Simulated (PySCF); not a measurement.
Al(H)(Me)(OEt) (C3H9AlO), SMILES CC[O][AlH][CH3].

Geometry optimised at PBE0-D3(BJ)/def2-SVP. The values are those of a single conformer.

Two levels are set side by side: TDA-PBE/def2-SVPD (PySCF) and TDA-LC-ωPBE/def2-SVPD (PySCF). Vertical, same geometry. The lowest singlet is HOMO→LUMO 99 % with PBE and HOMO→LUMO+1 45 %, HOMO→LUMO 40 % with the other functional; states are paired by order. Differences are taken from unrounded values.

```
quantity                               TDA-LC-ωPBE
-------------------------------------  -----------
lowest singlet excitation (eV)                6.30
lowest triplet excitation (TDA) (eV)          5.77
first bright state (f over 0.05) (eV)         7.50
its oscillator strength                       0.06
```

Q: What does TDA-PBE give, and how far is it from TDA-LC-ωPBE? (Estimate from the structure and the level; the computed values follow.)

A: 
```
quantity                               TDA-PBE  TDA-PBE minus TDA-LC-ωPBE
-------------------------------------  -------  -------------------------
lowest singlet excitation (eV)            5.12                      -1.17
lowest triplet excitation (TDA) (eV)      4.88                      -0.88
first bright state (f over 0.05) (eV)     5.78                      -1.72
its oscillator strength                   0.06                       0.00
```

A lower first singlet is the usual sign of a functional without exact exchange. Differences between two approximate levels are no errors against the true value.

Rough cost on one machine, each run with all the roots and properties that it gave: TDA-LC-ωPBE against TDA-PBE about 3 times.
